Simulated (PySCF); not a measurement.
BGeH5O2S, SMILES OB(O)[S][GeH3].

Geometry: PBE0-D3(BJ)/def2-SVP. This is a generated structure with no PubChem entry under its InChIKey; it may be hypothetical. Other conformers were not sampled.

Calculation: PBE/def2-TZVP (PySCF).

Problem. Estimate the frontier levels, gap, dipole moment and polarisability. (An estimate is asked for; the answer gives what the named calculation found.)

Solution. 
| Item | Value |
|---|---|
| highest occupied level | -6.33 eV |
| lowest empty level | -1.27 eV |
| orbital gap | 5.06 eV |
| dipole moment | 0.424 e·Å |
| quadrupole, principal values (traceless, Buckingham form, about the centre of nuclear charge) | -10.34, -0.23, 10.57 D·Å |
| mean static polarisability | 74.1 bohr³ (10.98 Å³) |
| polarisability, principal values | 57.3, 71.1, 94.0 bohr³ |
